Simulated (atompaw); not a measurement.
## Reading a pseudo-wave (thulium (Tm))

Columns: radius, all-electron u(r) and pseudo u(r) of the 4f shell (level -10.06 eV) of thulium in the configuration [Kr] 4d10 4f13 5s2 5p6 5d0 6s1 6p0; LDA (PW92), scalar-relativistic, PAW (atompaw) scheme, atompaw 4.2.0.5.

```
r (bohr)  all-electron  pseudo
   0.115        0.1584  0.0019
   0.231        0.6399  0.0279
   0.346        0.9980  0.1176
   0.462        1.1281  0.2898
   0.577        1.1085  0.5067
   0.692        1.0223  0.6966
   0.808        0.9135  0.7941
   0.923        0.8052  0.7827
   1.038        0.7053  0.7049
   1.154        0.6157  0.6157
   1.269        0.5384  0.5384
   1.385        0.4710  0.4710
   1.500        0.4136  0.4136
   1.615        0.3643  0.3643
   1.731        0.3214  0.3214
   1.846        0.2848  0.2848
   1.962        0.2527  0.2527
   2.077        0.2252  0.2252
   2.192        0.2011  0.2011
   2.308        0.1799  0.1799
   2.423        0.1614  0.1614
   2.538        0.1451  0.1451
   2.654        0.1306  0.1306
   2.769        0.1178  0.1178
   2.885        0.1064  0.1064
   3.000        0.0963  0.0963
```

Task: How many radial nodes do the two functions have?

Result: The all-electron 4f function has n − l − 1 = 0; the pseudo-wave has 0.

Task: At about which radius was the pseudo-wave matched?

Result: 1.15 bohr, where the columns begin to agree (steps of 0.12 bohr).

Task: Is the pseudo-wave norm-conserving?

Result: No, it belongs to a PAW set: the norm inside the radius is not constrained, and the difference is carried by the augmentation charge.
